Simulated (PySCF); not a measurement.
**Excitation energy of Al⁺ by level of theory**

Al⁺ [Ne] 3s2 (1S) → Al⁺ [Ne] 3d2 (3F), as a difference of total energies. All numbers are calculated (PySCF 2.14, the spin-free X2C one-electron Hamiltonian (Gaussian nucleus), in aug-cc-pCVTZ-DK with one added diffuse shell each of s, p, d, f type (9s8p6d4f, 91 functions)). Correlated levels: valence: [Ne] frozen; valence and next inner shell: 1s2 frozen; nothing frozen. The calculations carry no spin-orbit coupling.

```
                                method  excitation energy (eV)
                                   UHF                  24.104
                                   LDA                  24.436
                                   PBE                  23.819
                                  PBE0                  24.078
                                r2SCAN                  23.809
                             BHandHLYP                  24.750
                                  BLYP                  24.086
                                 HSE06                  24.063
                                  PW91                  23.856
                         MP2 (valence)                  24.694
                     SCS-MP2 (valence)                  24.963
    MP2 (valence and next inner shell)                  25.056
SCS-MP2 (valence and next inner shell)                  25.244
                   MP2 (all electrons)                  25.049
               SCS-MP2 (all electrons)                  25.240
```

Problem. How much does correlation contribute at MP2 (all electrons)?

Solution. 25.049 − (24.104) = 0.945 eV, measured against UHF.

The upper state lies above the first ionisation limit, where it may autoionise and the basis confines it.

The promoted electron is Rydberg-like, and one or two diffuse shells describe it only roughly, which tends to raise the upper state.
